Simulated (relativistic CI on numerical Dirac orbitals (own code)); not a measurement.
# What each ingredient does to the levels of Sm25+

Base calculation: Dirac-Coulomb-Breit CI, orbitals from a KLI potential per configuration, model QED (radiative potential, 1s self-energy scaled to tabulated hydrogen-like ionisation energies), unscaled Slater integrals.

CI space (outside the closed core [Ar] 3d10): 4s²4p⁶4d, 4s²4p⁵4d², 4s²4p⁶4f, 4s4p⁶4d², 4s²4p⁵4d4f, 4s4p⁶4d4f, 4s²4p⁶5s, 4s²4p⁶5p, 4s²4p⁶5d, 4s²4p⁵4d5s, 4s²4p⁶5f, 4s²4p⁵4d5p, 4p⁶4d²4f, 4s²4p⁶5g, 4s4p⁶4f5s, 4s²4p⁶6s, 4s4p⁶4d5s, 4s²4p⁵4d5d, 4s²4p⁶6p, 4p⁶4d³, 4p⁵4d⁴, 4p⁵4d³4f, 4p⁶4d4f², 4p⁵4d²4f², 4p⁶4f³, 4p⁵4d4f³, 4p⁶4f²5s, 4s4p⁶4f², 4s4p⁵4f³. Double excitations out of closed p, d and f shells are left out; levels of such configurations are missing from the list, as are those of other unlisted configurations, and high levels can miss mixing partners. These lack a partner that the ground configuration has and come out too high: 4s²4p⁵4d5s, 4s²4p⁵4d5p, 4s²4p⁵4d5d, 4s²4p⁶5p, 4s²4p⁶5d.

Variants: (1) P86 correlation estimate; (2) configuration mixing switched off; (3) non-relativistic limit. Shifts of the energy above 4s²4p⁶4d ²D3/2, in cm⁻¹, for the lowest level and the first level of each name with at least 55 % of one term (blank where a level changes its place among those of its configuration and J or its character, or is not in the variant):

| Level | Base | Δ(1) | Δ(2) | Δ(3) |
| --- | --- | --- | --- | --- |
| 4s²4p⁶4d ²D3/2 | 0 | 0 | 0 | 0 |
| 4s²4p⁶4d ²D5/2 | 55347 | 0 | +62 | -55347 |
| 4s²4p⁵4d² ⁴D°1/2 | 872969 | +1200 | -14004 | -52953 |
| 4s²4p⁵4d² ⁴D°3/2 | 877496 | +1200 | -13407 | -57480 |
| 4s²4p⁵4d² ⁴D°7/2 | 937389 | +1197 | -10861 |  |
| 4s²4p⁵4d² ⁴G°9/2 | 939574 | +1202 | -10439 | -89208 |
| 4s²4p⁵4d² ⁴G°11/2 | 957371 | +1202 | -9751 | -107006 |
| 4s²4p⁵4d² ²H°11/2 | 1008345 | +1202 | -9877 | -99637 |
| 4s²4p⁵4d² ²G°9/2 | 1042196 | +1201 | -12144 |  |
| 4s²4p⁵4d² ²P°1/2 | 1045638 | +1200 | -13907 | -144044 |
| 4s²4p⁵4d² ²P°3/2 | 1114305 | +1202 | -12608 |  |
| 4s²4p⁶4f ²F°7/2 | 1188786 | +789 | -1191 | +42567 |
| 4s4p⁶4d² ⁴F3/2 | 1758545 | +1771 | +40228 | -332252 |
| 4s4p⁶4d² ⁴F5/2 | 1779092 | +1772 | +37680 | -352798 |

At this charge energies of transitions that change n are usually good to better than 1 %, and those within a shell (Δn = 0) to a few per cent.

Ionisation energy from the two ground configurations alone: base 821.839 eV; P86 correlation estimate 823.642 eV. The NIST ASD value (theoretical) is 822 eV.

LS names give the leading component of a level, which can be under half, so a name can repeat, a term be missing and a line seem to break the LS rules.
